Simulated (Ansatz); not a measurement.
Molecule: LaF (charge 0, singlet). 
Coordinates optimised at B3LYP-D3(BJ)/def2-TZVP (Ansatz, a first-principles code):
SMILES: [F][La]
```xyz
2

La     0.0000     0.0000    -0.2850
F      0.0000     0.0000     1.8047
```

Total electronic energies in hartree. Correlated levels leave the core frozen unless marked. No spin-orbit coupling. The frozen core is the preceding noble-gas configuration, with the filled d and f shells of earlier blocks. In def2 rows, elements after Kr have scalar-relativistic effective core potentials. CBS(X,Y): correlation extrapolated as X^-3; Hartree-Fock from the larger set. [CCSD(T)-MP2]/basis is that difference in the basis named.

The Hartree-Fock reference is unstable (checked in the largest basis), which strains HF and MP2. 

```tsv
level	program	energy (Eh)
RI-HF/def2-TZVPP	Ansatz	-130.66184
RI-HF/def2-QZVPPD	Ansatz	-130.66919
PBE-D3(BJ)/def2-TZVPD	Ansatz + dftd3	-131.40673
PBE0/def2-SVP	Ansatz	-131.25408
BHLYP/def2-TZVPD	Ansatz	-131.36396
HSE06-D3(BJ)/def2-TZVPD	Ansatz + dftd3	-131.37388
CAM-B3LYP/def2-TZVPD	Ansatz	-131.42450
LC-wPBE-D3(BJ)/def2-TZVPD	Ansatz + dftd3	-131.43446
PBE-QIDH/def2-TZVPD	Ansatz	-131.23435
MP2/def2-SVPD	Ansatz	-130.78619
RI-MP2/def2-TZVPP	Ansatz	-130.96648
RI-MP2/def2-QZVPPD	Ansatz	-131.00182
SCS-MP2/def2-TZVPP	Ansatz	-130.96023
SCS-MP2/def2-TZVPPD	Ansatz	-130.96376
CCSD/def2-TZVPP	Ansatz	-130.96990
CCSD/def2-QZVPP	Ansatz	-131.00241
CCSD/CBS(def2-TZVPP,def2-QZVPP)	Ansatz	-131.0209
CCSD(T)/def2-SVP	Ansatz	-130.77498
CCSD(T)/def2-TZVPP	Ansatz	-130.98006
CCSD(T)/def2-QZVPP	Ansatz	-131.01429
CCSD(T)/def2-QZVPPD	Ansatz	-131.01496
RI-MP2/CBS(def2-TZVPPD,def2-QZVPPD)+[CCSD(T)-MP2]/def2-SVPD	Ansatz	-131.0344
CCSD(T)/CBS(def2-TZVPPD,def2-QZVPPD)	Ansatz	-131.0329
```

Totals of different functionals don't rank their quality; only differences between species are comparable.
